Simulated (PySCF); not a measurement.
# Ionisation energy of Se by level of theory

Se [Ar] 3d10 4s2 4p4 (3P) → Se+ [Ar] 3d10 4s2 4p3 (4S), as a difference of total energies. All numbers are calculated (PySCF 2.14, scalar relativity by spin-free X2C-1e, in Sapporo-DKH3-DZP-2012 (6s5p3d1f, 43 functions)). Correlated levels: valence: [Ar] 3d10 frozen. The calculations carry no spin-orbit coupling.

```json
{"method": "UHF", "ionisation energy (eV)": "8.486"}
{"method": "MN15", "ionisation energy (eV)": "9.454"}
{"method": "B3LYP", "ionisation energy (eV)": "9.784"}
{"method": "MP2 (valence)", "ionisation energy (eV)": "8.942"}
{"method": "CCSD(T) (valence)", "ionisation energy (eV)": "8.983"}
```

Q: Estimate what SCS-MP2 (valence) gives.

A: 8.959 eV, closest to MP2 (valence) among the rows shown.

Q: Estimate what CCSD (valence) gives.

A: 8.970 eV, closest to CCSD(T) (valence) among the rows shown.

Errors of the correlated levels include the incompleteness of this basis and the frozen core.

For comparison: 9.635 eV (measured; NIST levels, between the centres of gravity of the two terms).
